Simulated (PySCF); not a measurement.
Ligands exchanged one at a time, In Cl-SH. Gas-phase values, no solvent. One relaxed conformer stands for each flexible species; it need not be the lowest. Strings in code marks are SMILES.

The numbers are results of PBE0-D4/def2-TZVP (PySCF), not measurements. All candidates: neutral, multiplicity 1. Excitations are Tamm–Dancoff values on a coarser integration grid. The basis has no diffuse functions, so Rydberg states are missing or too high.

```yaml
brightest of the four lowest singlets (TDA): 5.77 eV
LUMO: -2.08 eV
T1 excitation (TDA): 4.08 eV
```

Name which member has these values.
(A) `[Cl][In]([Cl])[Cl]`
(B) `[SH][In]([SH])[Cl]` (H–S–In–Cl torsion -180°, Cl–In–S–H torsion 0°)
(C) `[SH][In]([SH])[SH]`

B, `[SH][In]([SH])[Cl]` (H–S–In–Cl torsion -180°, Cl–In–S–H torsion 0°). The others give `[SH][In]([SH])[SH]`: 5.29 eV, -1.72 eV, 4.24 eV; `[Cl][In]([Cl])[Cl]`: 5.37 eV, -2.90 eV, 4.82 eV
